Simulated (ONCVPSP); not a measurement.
## Transferability test, ONCV potential for scandium

```
Element                 : scandium (Sc)
Generator               : ONCVPSP 4.0.1
Type                    : optimised norm-conserving Vanderbilt (ONCV)
Functional              : PBEsol
Relativity              : fully relativistic
Frozen core             : [Ne]
Valence charge          : 11
Reference configuration : 3s2 3p6 3d1 4s1 (charge +1)
Partial waves           : 3s+4s: rc 1.75 bohr, ncon 3, nbas 8, qcut 7.7 1/bohr, 2 projectors; 3p: rc 1.60 bohr, ncon 4, nbas 8, qcut 8.1 1/bohr, 2 projectors, debl 0.8 Ha; 3d: rc 1.95 bohr, ncon 3, nbas 8, qcut 8 1/bohr, 2 projectors, debl 3.1 Ha
Local potential         : polynomial inside 1.15 bohr (lpopt 5, dvloc0 0 Ha)
Core correction         : Teter function, fcfact 4, rcfact 1.8
```

Open shells are filled in proportion to 2j + 1.

In the p channel the program set the typed energies aside and used -1.484, 0.250 Ha (j = l + 1/2; the other j can differ).

Energies are relative to the spin-unpolarised reference configuration 3s2 3p6 3d1 4s1; without spin polarisation the order of configurations can differ from experiment.

Give the all-electron excitation energy and the error of the potential for: 3s2 3p6 3d1 4s2; 3s2 3p6 3d1 4s0; 3s2 3p6 3d0 4s0; 3s2 3p6 3d1 4s0 4p1.

```
valence configuration  charge  ΔE all-electron (eV)  error AE − PS (meV)
      3s2 3p6 3d1 4s2       0                -6.904                 -0.1
      3s2 3p6 3d1 4s0      +2                12.651                 -0.6
      3s2 3p6 3d0 4s0      +3                37.468                 +101
  3s2 3p6 3d1 4s0 4p1      +1                 3.422                 -0.2
```

Levels in the configuration 3s2 3p6 3d1 4s0 4p1:

```
   level  all-electron (eV)  pseudo (eV)
3s j=1/2            -63.091      -63.106
3p j=3/2            -41.576      -41.584
3p j=1/2            -42.089      -42.097
3d j=5/2            -11.004      -11.008
3d j=3/2            -11.038      -11.042
4p j=3/2             -6.885       -6.885
4p j=1/2             -6.924       -6.924
```

These tests converged, but a pseudo level misses the all-electron one widely, so the file describes the atom poorly there or has found another state: 3s2 3p6 3d1 4s0 4p1: empty 4s by 5.3 eV.
